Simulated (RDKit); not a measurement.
RDKit input (MMFF94):

```python
from rdkit import Chem
from rdkit.Chem import AllChem, rdDetermineBonds

mol = Chem.MolFromXYZFile('mol.xyz')
rdDetermineBonds.DetermineBonds(mol, charge=0)
print('SMILES', Chem.MolToSmiles(Chem.RemoveHs(mol)))
ff = AllChem.MMFFGetMoleculeForceField(mol, AllChem.MMFFGetMoleculeProperties(mol))
e0 = ff.CalcEnergy()
flag = ff.Minimize(maxIts=5000, forceTol=1e-5)
print(f'energy {e0:.4f} -> {ff.CalcEnergy():.4f} kcal/mol, converged: {flag == 0}')
print(Chem.MolToXYZBlock(mol))
```
mol.xyz:
```
4

Si    -1.17798600     0.01946700     0.00247800
C      0.51917000     0.72496300     0.00106400
C      0.49492200    -0.74172200    -0.00319700
C      1.73454100    -0.02866500    -0.00364800
```

Output:

```
SMILES [C]1[c+]2[si-2][c+]21
energy 88.0036 -> 49.7653 kcal/mol, converged: True
4

Si    -0.896898   -0.118568    0.425692
C      0.460067    0.751013   -0.367888
C      0.571285   -0.718727   -0.417839
C      1.436194    0.060325    0.356733
```

The geometry given is a B3LYP-D3(BJ)/def2-TZVP minimum.
